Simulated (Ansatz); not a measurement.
Stepwise reaction of `[OH][Ga]([Cl])[Cl]` with hydrogen sulfide, as a gas-phase model of exchange steps in deposition or etching. ΔE in kJ/mol.

Computed with Ansatz on PBE0-D4/def2-TZVP structures; ΔE is electronic, products minus reactants. CCSD(T)/CBS is the MP2 limit (def2-TZVPP, def2-QZVPP) plus CCSD(T) − MP2 in def2-TZVPP, frozen cores. This one scheme is used for every species. Functionals use def2-TZVPP. B3LYP here is the variant with VWN-RPA as its local correlation; programs differ in this. For Ga outer-core shells are correlated without core-valence functions, which leaves a few kJ/mol of doubt a bond. Scalar relativity is left out up to krypton. Each species was taken in one conformer, which may not be the lowest.

| step | reaction | PBE-D4 | B3LYP-D4 | ωB97M-V | CCSD(T)/CBS |
| --- | --- | --- | --- | --- | --- |
| 1 | `[OH][Ga]([Cl])[Cl]` + H₂S → `[OH][Ga]([SH])[Cl]` + HCl | 14.5 | 19.4 | 21.0 | 17.9 |

Problem. Give the row of step 2, `[OH][Ga]([SH])[Cl]` + H₂S → `[OH][Ga]([SH])[SH]` + HCl. (An estimate is asked.)

Solution. Ansatz gave: 
| step | reaction | PBE-D4 | B3LYP-D4 | ωB97M-V | CCSD(T)/CBS |
| --- | --- | --- | --- | --- | --- |
| 2 | `[OH][Ga]([SH])[Cl]` + H₂S → `[OH][Ga]([SH])[SH]` + HCl | 26.5 | 31.5 | 32.6 | 28.4 |

Problem. By hand: ΔE of the 2 steps together at CCSD(T)/CBS.

Solution. (17.9) + (28.4) = 46.3 kJ/mol, or 23.1 kJ/mol a step.

In ΔE each step is higher than the one before. All are uphill at CCSD(T)/CBS. PBE-D4 differs from CCSD(T)/CBS by -3.4 to -1.9 kJ/mol a step. Isolated molecules leave out the surface, adducts and barriers. Largest T1 diagnostic: 0.013.
